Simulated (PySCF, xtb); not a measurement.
Si(NH2)4 (H8N4Si), SMILES N[Si](N)(N)N.

GFN2-xTB (xtb) at its own geometry gives an orbital gap of 8.04 eV and a dipole moment of 0.00 D.

Geometry: B3LYP-D3(BJ)/def2-SVP. Other conformers were not sampled.

### Question
What does PBE/def2-TZVP run with PySCF give? (The exact figures need the calculation; the answer reports its results.)

### Answer
gap 5.25 eV (levels -5.29 and -0.03 eV), dipole 0.00 D.
